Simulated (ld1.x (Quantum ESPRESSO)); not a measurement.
What one change does to a pseudopotential (As (Z = 33), TM)

As, norm-conserving Troullier–Martins (Kleinman–Bylander form), made with ld1.x (Quantum ESPRESSO) 7.5 (LDA (PZ), scalar-relativistic). Core [Ar], reference 3d10 4s2 4p1.5 (charge +1.5). Waves: 4s (bound): rc 1.30 bohr; 4p (bound): rc 1.45 bohr; 3d (bound): rc 1.25 bohr. Local part: the d channel. Core correction: none.

All-electron outer shells of the reference configuration (LDA (PZ), scalar-relativistic, ld1.x):

```
shell  level (eV)  outermost node (bohr)  outermost maximum (bohr)
   3p     -148.83                   0.22                      0.52
   3d      -56.26                      –                      0.47
   4s      -28.56                   0.73                      1.57
   4p      -18.12                   0.77                      1.85
```

Change: wave 4s (bound): rc 1.30 bohr becomes 4s (bound): rc 1.96 bohr.

Cutoffs: the cutoffs (Ry, on a coarse ladder) from which the occupation-weighted sum of valence levels, in a spherical-Bessel basis at the reference potential, stays within 10 and 1 mRy of its value at 400 Ry; they do not see the model core or the augmentation charge, which bear on the density cutoff. Errors are all-electron minus pseudo energies relative to the spin-unpolarised reference configuration.

Q: How do hardness, ghosts and transferability respond?

A: Both files keep a bound ghost (p, s); of the 9 tests that both files solve, the error grows in 4 and shrinks in 2 by more than 15 % and 0.3 meV (median size 6.5 → 8.0 meV).

```tsv
quantity	base	changed
cutoff, loose	200 Ry	200 Ry
cutoff, tight	over 300 Ry	over 300 Ry
loose cutoff by channel (10 mRy a level)	s 40 Ry, p 12 Ry, d 160 Ry	s 21 Ry, p 12 Ry, d 160 Ry
bound ghosts	s, p	s, p
error for 3d10 4s2 4p3, meV [ΔE -17.23 eV]	+5.7	+7.0
error for 3d10 4s2 4p2, meV [ΔE -7.90 eV]	+1.7	+2.0
error for 3d10 4s2 4p1, meV [ΔE 10.26 eV]	-0.5	-0.1
error for 3d9 4s2 4p4, meV [ΔE 22.98 eV]	-474	-458
error for 3d10 4s2 4p0, meV [ΔE 38.30 eV]	+7.8	+13
error for 3d10 4s1 4p4, meV [ΔE -7.75 eV]	+1.7	-0.2
error for 3d10 4s2 4p3.3, meV [ΔE -18.51 eV]	+6.5	+8.0
error for 3d10 4s2 4p1.5 (spin-polarised), meV [ΔE -0.46 eV]	+9.7	+11
error for 3d10 4s2 4p3 (spin-polarised), meV [ΔE -18.55 eV]	+27	+30
```

 A true bound ghost makes a file unfit for plane-wave use even where its test errors are small: the radial tests pick states by their node count and pass the ghost by.
